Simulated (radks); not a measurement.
Values are calculated unless marked as measured or tabulated.
Excited configurations of B3+: one electron is placed in a higher orbital outside 1s1. The ground configuration is [He]. Level of theory: Dirac Kohn-Sham, PBEsol, spin-unpolarised, spherical densities, finite nucleus; open shells fill j = l - 1/2 first; Fermi nuclear charge, rms radius 2.406 fm (a radial shooting solver on a logarithmic mesh with Libxc functionals). Excitation = E - E(ground); binding = E(ion) - E, where the ion is the core of charge +4; n* = 4/sqrt(2 binding) in atomic units, and the quantum defect is n - n*.

outer orbital  excitation (eV)  binding (eV)     n*  quantum defect  <r> (bohr)
2p1/2                   209.49        54.647  1.996           0.004       1.231
3d3/2                   240.39        23.750  3.028          -0.028       2.654
5d3/2                   255.23         8.901  4.945           0.055       8.512
6s1/2                   257.68         6.458  5.806           0.194       12.82
6p1/2                   257.79         6.344  5.858           0.142       12.80
7p1/2                   259.46         4.676  6.823           0.177       17.52

The Delta-SCF ionisation energy is 264.14 eV (NIST Atomic Spectra Database: 259.37 eV, theoretical). Self-interaction in the functional shifts the binding energies and quantum defects, so they are the method's values and not measured ones. Spin polarisation and multiplet splitting are left out, so open shells lie too high by an amount that depends on their filling.

Beside tabulated values, note that spin-unpolarised runs miss the spin-polarisation part of the exchange energy of open shells.
